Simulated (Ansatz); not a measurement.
`OB(O)[Te]C(F)(F)F` + `[OH][GeH3]` → `OB(O)[O][GeH3]` + `FC(F)(F)[TeH]`  (ligand exchange at a B–Te bond)

Isolated molecules relaxed with PBE0-D4/def2-TZVP in Ansatz; ΔE leaves out vibrations. CBS: MP2 limit from def2 TZ/QZ plus the TZ coupled-cluster correction, frozen cores. DFT in def2-TZVPP. def2 core potentials past Kr. For Ge, Te outer-core shells are correlated without core-valence functions, which leaves a few kJ/mol of doubt a bond. Scalar relativity is left out up to krypton. Each species was taken in one conformer, which may not be the lowest.

Is it downhill or uphill in electronic energy at CCSD(T)/CBS, and by how much? (An estimate is asked.)

Computed: Downhill: ΔE = -82.9 kJ/mol.

What do these levels give: r2SCAN-D4, ωB97X-V, PBE, r2SCAN, PBE0, HF/def2-TZVPP, MP2/def2-TZVPP, SCS-MP2/def2-TZVPP, CCSD(T)/def2-TZVPP, MP2/def2-QZVPP, SCS-MP2/def2-QZVPP, HF/CBS(def2)? (Best estimate.)

The calculation gave: r2SCAN-D4 -84.1, ωB97X-V -86.3, PBE -74.5, r2SCAN -84.8, PBE0 -82.3, HF/def2-TZVPP -114.0, MP2/def2-TZVPP -80.6, SCS-MP2/def2-TZVPP -87.4, CCSD(T)/def2-TZVPP -88.5, MP2/def2-QZVPP -77.5, SCS-MP2/def2-QZVPP -84.7, HF/CBS(def2) -114.6 kJ/mol.

Largest T1 diagnostic among the species: 0.013.

From PBE to PBE0 (25 % exact exchange), in def2-TZVPP and without D4, ΔE moves by −7.7 kJ/mol. In def2-TZVPP, CCSD(T) changes the Hartree–Fock value by +25.5 kJ/mol (the triples alone add +5.2 kJ/mol) and MP2 by +33.4 kJ/mol.
